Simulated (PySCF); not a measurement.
Geometries of 3 isomers of C3H10N2Si, from PySCF 2.14.0, PBE0-D3(BJ)/def2-SVP geometry optimisation, gas phase. One conformer each, no zero-point energy, no frequencies.

Question: Which isomer lies lowest at this level?
A.
```xyz
16
angstrom
N      2.977   -0.617    0.087
Si     1.542    0.287   -0.231
N      0.216   -0.623    0.403
C     -1.007   -0.115    0.924
C     -2.300   -0.416    0.217
C     -1.734    0.971    0.184
H      3.769   -0.548   -0.541
H      3.271   -0.820    1.036
H      1.422    1.649    0.385
H      1.572    0.480   -1.719
H      0.283   -1.635    0.384
H     -1.079   -0.056    2.020
H     -2.226   -1.008   -0.700
H     -3.191   -0.609    0.819
H     -2.221    1.756    0.768
H     -1.299    1.317   -0.758
```
B.
```xyz
16
angstrom
C     -1.778    0.187    0.229
C     -0.309    0.062    0.591
C      0.445   -0.897   -0.338
N      1.857   -0.591   -0.199
Si     2.084    1.095    0.154
N      0.394    1.334    0.481
H     -2.282   -0.791    0.273
H     -1.887    0.599   -0.786
H     -2.300    0.860    0.928
H     -0.237   -0.351    1.621
H      0.071   -0.754   -1.375
H      0.226   -1.940   -0.052
H      2.487   -1.153   -0.757
H      3.029    1.324    1.298
H      2.582    1.958   -0.969
H      0.020    2.085    1.048
```
C.
```xyz
16
angstrom
C      3.152    0.123   -0.579
N      2.021    0.576   -0.259
Si     0.888   -0.103    0.893
N     -0.646   -0.191    0.107
C     -1.179    0.949   -0.596
C     -1.602   -1.230    0.384
H      3.608   -0.799   -0.156
H      3.776    0.643   -1.331
H      0.957    0.827    2.068
H      1.223   -1.492    1.348
H     -1.643    0.639   -1.551
H     -1.954    1.487   -0.012
H     -0.374    1.658   -0.838
H     -1.114   -2.090    0.865
H     -2.072   -1.593   -0.549
H     -2.422   -0.894    1.052
```

Answer: B. That is `C[C@H]1CN[SiH2]N1`, 15.3 kcal/mol below the next.

```json
{"SMILES": "C[C@H]1CN[SiH2]N1", "atoms numbered as above": "[CH3:1][C@H:2]1[CH2:3][NH:4][SiH2:5][NH:6]1", "E (Eh)": "-518.72918", "relative (kcal/mol)": "0.0", "relative (kJ/mol)": "0.0", "dipole (D)": "0.80"}
{"SMILES": "N[SiH2]NC1CC1", "atoms numbered as above": "[NH2:1][SiH2:2][NH:3][CH:4]1[CH2:5][CH2:6]1", "E (Eh)": "-518.70481", "relative (kcal/mol)": "15.3", "relative (kJ/mol)": "64.0", "dipole (D)": "1.27"}
{"SMILES": "C=N[SiH2]N(C)C", "atoms numbered as above": "[CH2:1]=[N:2][SiH2:3][N:4]([CH3:5])[CH3:6]", "E (Eh)": "-518.68219", "relative (kcal/mol)": "29.5", "relative (kJ/mol)": "123.4", "dipole (D)": "0.91"}
```

As drawn, the lowest has an N–H bond, which the highest lacks; the highest has a C=N bond, which the lowest lacks.
